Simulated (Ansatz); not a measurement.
A structure relaxed at PBE0-D4/def2-TZVP, charge 0, multiplicity 1:

Cartesian coordinates in Å:
```
O 0.475 0.839 -1.494
P -1.118 0.463 -1.332
O -0.989 -1.132 -0.950
P -0.038 -1.785 0.222
O 1.399 -1.085 -0.164
P 1.673 0.518 -0.414
O 0.989 1.132 0.950
P -0.517 0.805 1.524
O -1.399 1.085 0.164
O -0.475 -0.839 1.494
```

(1) Give its formula and SMILES.

(2) Point group (tolerance 0.08 Å, 0.16 Å for H)?

(3) Summarise the bond lengths by kind.

Answers

(1) O6P4, `O1P2OP3OP1OP(O2)O3`.

(2) Td.

(3) 12 × O–P 1.645 Å.

Program: Ansatz 0.2.0.
